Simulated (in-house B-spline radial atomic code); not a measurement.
Configurations of Dy III (Dy2+), with energies counted from [Xe] (4f5/2)6 (4f7/2)4. Method: Dirac-Hartree-Fock, average of each configuration as written, Fermi nucleus of rms radius 5.2218 fm. Calculated with an all-electron radial atomic-structure program (B-spline basis). Energies include first-order Breit, QED and recoil terms.

Occupations are held fixed; configurations that lie above the ionisation limit could autoionise.

```json
{"configuration": "[Xe] (4f5/2)3 (4f7/2)6 (5d3/2)1", "E - E(ref) (eV)": "4.7336", "highest orbital": "5d3/2", "its <r> (bohr)": "2.34"}
{"configuration": "[Xe] (4f5/2)3 (4f7/2)6 (7p3/2)1", "E - E(ref) (eV)": "16.016", "highest orbital": "7p3/2", "its <r> (bohr)": "7.701"}
{"configuration": "[Xe] (4f5/2)4 (4f7/2)5 (5g7/2)1", "E - E(ref) (eV)": "18.356", "highest orbital": "5g7/2", "its <r> (bohr)": "9.157"}
{"configuration": "[Xe] (4f5/2)3 (4f7/2)6 9s1", "E - E(ref) (eV)": "19.895", "highest orbital": "9s1/2", "its <r> (bohr)": "15.8"}
{"configuration": "[Kr] 4d10 (4f5/2)2 (4f7/2)8 5s2 (5p1/2)1 (5p3/2)4 (8p3/2)1", "E - E(ref) (eV)": "44.272", "highest orbital": "8p3/2", "its <r> (bohr)": "12.27"}
{"configuration": "[Kr] 4d10 (4f5/2)2 (4f7/2)8 5s2 (5p1/2)1 (5p3/2)4 (6g9/2)1", "E - E(ref) (eV)": "45.773", "highest orbital": "6g9/2", "its <r> (bohr)": "14.65"}
{"configuration": "[Kr] (4d3/2)4 (4d5/2)5 (4f5/2)6 (4f7/2)4 5s2 5p6 (9f5/2)1", "E - E(ref) (eV)": "174.13", "highest orbital": "9f5/2", "its <r> (bohr)": "29.83"}
```

Order these further configurations by energy, lowest first.
A. [Kr] 4d10 (4f5/2)4 (4f7/2)6 5s2 (5p1/2)2 (5p3/2)3 (6d5/2)1
B. [Xe] (4f5/2)2 (4f7/2)8
C. [Kr] (4d3/2)4 (4d5/2)5 (4f5/2)2 (4f7/2)8 5s2 5p6 (6g9/2)1
D. [Xe] (4f5/2)4 (4f7/2)5 6s1
E. [Kr] (4d3/2)3 (4d5/2)6 (4f5/2)6 (4f7/2)5 5s2 5p6

B (2.2378 eV), D (4.4242 eV), A (36.606 eV), E (166.76 eV), C (180.19 eV).

How far above the reference does [Xe] (4f5/2)1 (4f7/2)8 (7f7/2)1 lie?

18.831 eV; its least bound orbital is 7f7/2 with <r> = 15.89 bohr.

How far above the reference does [Xe] (4f5/2)5 (4f7/2)4 (8d3/2)1 lie?

18.099 eV; its least bound orbital is 8d3/2 with <r> = 15.39 bohr.

How far above the reference does [Xe] (4f5/2)3 (4f7/2)6 (9g9/2)1 lie?

22.273 eV; its least bound orbital is 9g9/2 with <r> = 37.13 bohr.
